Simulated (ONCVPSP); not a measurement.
Logarithmic derivatives: thulium, ONCV

* Element: Tm
* Generator: ONCVPSP 4.0.1
* Type: optimised norm-conserving Vanderbilt (ONCV)
* Functional: PBE
* Relativity: scalar-relativistic
* Frozen core: [Kr] 4d10
* Valence charge: 23
* Reference configuration: 4f12.5 5s2 5p6 5d0.5 6s2
* Partial waves: 5s+6s: rc 1.75 bohr, ncon 3, nbas 6, qcut 7.7 1/bohr, 2 projectors; 5p: rc 2.25 bohr, ncon 4, nbas 7, qcut 4.9 1/bohr, 2 projectors, debl 0.5 Ha; 5d: rc 3.50 bohr, ncon 4, nbas 9, qcut 4 1/bohr, 2 projectors, debl 1.7 Ha; 4f: rc 0.60 bohr, ncon 4, nbas 8, qcut 16.1 1/bohr, 2 projectors, debl 2 Ha
* Local potential: polynomial inside 0.40 bohr (lpopt 5, dvloc0 0 Ha)
* Core correction: none

In the p channel the program set the typed energies aside and used -1.056, 0.250 Ha.

The phase is arctan(r·R′/R) of the radial function R(r), unwrapped; energies in Ha, scanned from -4 to 5 Ha. A pole is an energy at which the radial function vanishes at the test radius. The pseudo phase is shifted by a multiple of π to meet the all-electron one at the reference energy, and phase errors are pseudo minus all-electron; the curves can meet again beyond the range given. Levels narrower than the energy grid can be missing from the lists of poles.

Problem. For each channel, where are the poles, and over which energies does the pseudopotential scatter like the atom?

Solution.

```csv
channel,radius (bohr),reference energy (Ha),"poles, all-electron","poles, pseudo",unbroken range about the reference energy with phases within 0.05 rad,phase error 1 Ha above the reference energy (rad)
s,1.77,-0.16,-1.38,-1.38,the whole range,-0.000
p,2.28,-1.06,"-0.78, 3.98","-0.78, 3.38, 4.84",below 3.4,-0.000
d,3.55,-0.05,"0.12, 1.73, 4.43","0.12, 1.73",below 0.5,+0.012
f,0.61,-0.23,none,none,the whole range,+0.000
```

Note: ghosts flagged at negative energy: s at -2341.2 eV, s at -259.0 eV, p at -1052.6 eV, d at -408.0 eV; GHOST(+) flagged for p at 97.5 eV, d at 195.5 eV. A true bound ghost makes a file unfit for plane-wave use.

Phases in the p channel:

```json
{"E (Ha)": "-3.98", "all-electron": "1.365", "pseudo": "1.365"}
{"E (Ha)": "-3.74", "all-electron": "1.354", "pseudo": "1.354"}
{"E (Ha)": "-3.50", "all-electron": "1.343", "pseudo": "1.343"}
{"E (Ha)": "-3.26", "all-electron": "1.328", "pseudo": "1.328"}
{"E (Ha)": "-3.02", "all-electron": "1.311", "pseudo": "1.311"}
{"E (Ha)": "-2.78", "all-electron": "1.289", "pseudo": "1.289"}
{"E (Ha)": "-2.54", "all-electron": "1.261", "pseudo": "1.261"}
{"E (Ha)": "-2.30", "all-electron": "1.221", "pseudo": "1.221"}
{"E (Ha)": "-2.06", "all-electron": "1.161", "pseudo": "1.161"}
{"E (Ha)": "-1.82", "all-electron": "1.052", "pseudo": "1.051"}
{"E (Ha)": "-1.58", "all-electron": "0.788", "pseudo": "0.788"}
{"E (Ha)": "-1.34", "all-electron": "-0.167", "pseudo": "-0.167"}
{"E (Ha)": "-1.10", "all-electron": "-1.218", "pseudo": "-1.218"}
{"E (Ha)": "-0.86", "all-electron": "-1.518", "pseudo": "-1.518"}
{"E (Ha)": "-0.62", "all-electron": "-1.651", "pseudo": "-1.651"}
{"E (Ha)": "-0.38", "all-electron": "-1.740", "pseudo": "-1.740"}
{"E (Ha)": "-0.14", "all-electron": "-1.820", "pseudo": "-1.820"}
{"E (Ha)": "0.10", "all-electron": "-1.911", "pseudo": "-1.911"}
{"E (Ha)": "0.34", "all-electron": "-2.032", "pseudo": "-2.032"}
{"E (Ha)": "0.58", "all-electron": "-2.225", "pseudo": "-2.226"}
{"E (Ha)": "0.82", "all-electron": "-2.578", "pseudo": "-2.580"}
{"E (Ha)": "1.06", "all-electron": "-3.185", "pseudo": "-3.190"}
{"E (Ha)": "1.30", "all-electron": "-3.787", "pseudo": "-3.795"}
{"E (Ha)": "1.54", "all-electron": "-4.132", "pseudo": "-4.140"}
{"E (Ha)": "1.78", "all-electron": "-4.316", "pseudo": "-4.324"}
{"E (Ha)": "2.02", "all-electron": "-4.426", "pseudo": "-4.434"}
{"E (Ha)": "2.26", "all-electron": "-4.498", "pseudo": "-4.508"}
{"E (Ha)": "2.50", "all-electron": "-4.550", "pseudo": "-4.562"}
{"E (Ha)": "2.74", "all-electron": "-4.590", "pseudo": "-4.605"}
{"E (Ha)": "2.98", "all-electron": "-4.621", "pseudo": "-4.643"}
{"E (Ha)": "3.22", "all-electron": "-4.647", "pseudo": "-4.681"}
{"E (Ha)": "3.46", "all-electron": "-4.670", "pseudo": "-4.732"}
{"E (Ha)": "3.70", "all-electron": "-4.691", "pseudo": "-4.874"}
{"E (Ha)": "3.94", "all-electron": "-4.710", "pseudo": "-7.507"}
{"E (Ha)": "4.18", "all-electron": "-4.728", "pseudo": "-7.754"}
{"E (Ha)": "4.42", "all-electron": "-4.745", "pseudo": "-7.807"}
{"E (Ha)": "4.66", "all-electron": "-4.764", "pseudo": "-7.837"}
{"E (Ha)": "4.90", "all-electron": "-4.783", "pseudo": "-7.859"}
```
